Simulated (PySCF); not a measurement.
Bi²⁺ (bismuth, charge +2) across methods

[Xe] 4f14 5d10 6s1 6p2, 6s spin antiparallel (an excited configuration). All numbers are calculated (PySCF 2.14, scalar relativity through the core potential, in aug-cc-pVTZ-PP with ECP60MDF).

| method | E (hartree) | mean ε 5d α (eV) | mean ε 6s β (eV) | mean ε 6p α (eV) | Σ⟨r²⟩ (bohr²) | ⟨S²⟩ |
| --- | --- | --- | --- | --- | --- | --- |
| PBE0 | -213.2896 | -48.612 | -32.439 | -21.282 | 45.01 | 1.750 |
| LDA | -212.9911 | -46.133 | -31.865 | -20.643 | 44.90 | 1.750 |
| MN15 | -212.8399 | -48.710 | -33.874 | -22.025 | 44.99 | 1.750 |
| r2SCAN | -213.3841 | -46.842 | -31.607 | -20.710 | 44.88 | 1.750 |
| r2SCANh | -213.3584 | -47.767 | -32.036 | -21.015 | 44.93 | 1.750 |
| PW91 | -213.4019 | -46.144 | -31.482 | -20.547 | 44.90 | 1.750 |
| TPSS | -213.2329 | -46.124 | -31.241 | -20.454 | 44.93 | 1.750 |
| PBE | -213.3237 | -46.068 | -31.391 | -20.471 | 44.92 | 1.750 |
| UHF | -212.28083 | -55.113 | -34.438 | -22.856 | 45.92 | 1.751 |

Energies and moments cover only the electrons outside the core potential. Spin-orbit coupling is strong in this species (close to jj coupling), so the high-spin LS determinant is a model state, not a physical level. With the s spin flipped the determinant is a mixture of two multiplicities, not a spectroscopic state.
